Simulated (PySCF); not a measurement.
## A ladder of Hamiltonians for Au⁶⁷⁺ (gold, charge +67)

Occupied: 1s1/2, 2s1/2, 2p1/2, 2p3/2, 3s1/2. Hartree-Fock calculated with PySCF 2.14 in an uncontracted even-tempered set (19 s from 10 bohr⁻², ratio 2.3; 16 p from 12 bohr⁻², ratio 2.3), Gaussian nucleus throughout. NR is non-relativistic, sf-X2C the spin-free one-electron X2C Hamiltonian, X2C adds the bare one-electron spin-orbit term, X2C-SNSO screens it by Boettger's factors, DC is four-component Dirac-Coulomb, and the Gaunt and Breit terms are added at first order (total energies over the DC spinors, levels after relaxing the spinors in that mean field). QED terms are absent. Levels marked empty are virtual spinors of this ion; the basis has s and p functions only, so 3d, which can lie below the n = 4 levels, is absent.

| level (eV) | NR | sf-X2C | X2C | X2C-SNSO |
| --- | --- | --- | --- | --- |
| 1s1/2 | -79484.1 | -87190.8 | -87166.5 | -87167.8 |
| 2s1/2 | -17923.5 | -20147.1 | -20141.1 | -20141.5 |
| 2p1/2 | -17495.4 | -18226.4 | -19634.0 | -19590.7 |
| 2p3/2 | -17495.4 | -18226.4 | -17682.9 | -17695.8 |
| 3s1/2 | -7516.1 | -8221.0 | -8220.0 | -8220.0 |
| 3p1/2 (empty) | -7264.7 | -7558.1 | -7930.6 | -7919.3 |
| 3p3/2 (empty) | -7264.7 | -7558.1 | -7411.6 | -7415.1 |
| 4s1/2 (empty) | -4058.4 | -4354.4 | -4354.0 | -4354.1 |

**Question.** Where do the four-component calculations put these levels?

**Answer.** 1s1/2: DC -87280.0, DC+Gaunt -86982.6, DC+Breit -87002.3; 2s1/2: DC -20158.1, DC+Gaunt -20124.6, DC+Breit -20127.2; 2p1/2: DC -19603.0, DC+Gaunt -19545.3, DC+Breit -19550.8; 2p3/2: DC -17707.0, DC+Gaunt -17669.4, DC+Breit -17675.0; 3s1/2: DC -8224.1, DC+Gaunt -8215.1, DC+Breit -8216.2; 3p1/2 (empty): DC -7922.5, DC+Gaunt -7907.7, DC+Breit -7909.6; 3p3/2 (empty): DC -7417.5, DC+Gaunt -7407.8, DC+Breit -7409.8; 4s1/2 (empty): DC -4355.6, DC+Gaunt -4352.2, DC+Breit -4352.7 (eV).

| Hamiltonian | E (hartree) | E − E(DC) (hartree) | CPU seconds |
| --- | --- | --- | --- |
| NR | -12361.2867 | 1063.5754 | 0.72 |
| sf-X2C | -13394.5155 | 30.3466 | 0.55 |
| X2C | -13419.0493 | 5.8128 | 0.55 |
| X2C-SNSO | -13417.7108 | 7.1513 | 0.55 |
| DC | -13424.8621 | 0.0000 | 29 |
| DC+Gaunt | -13406.5376 | 18.3245 | 50 |
| DC+Breit | -13408.1348 | 16.7273 | 140 |

Weight of the small component: 1s1/2 0.0901, 2s1/2 0.0212, 2p1/2 0.0211, 2p3/2 0.0189, 3s1/2 0.00835, 3p1/2 0.00821, 3p3/2 0.00765, 4s1/2 0.00432.

Koopmans' value for the highest occupied level at DC+Breit: 8216.2 eV, against an ionisation energy of 8210 ± 40 eV (theoretical estimate listed by NIST; NIST Atomic Spectra Database, ionization energies); the former lacks relaxation, correlation, QED and recoil.

The whole ladder took 230 s of wall time on 1 thread of Neoverse-N1 (shared host), launched as `OMP_NUM_THREADS=1 python relrun2.py TASK.json OUT` (a driver that calls PySCF for each Hamiltonian).
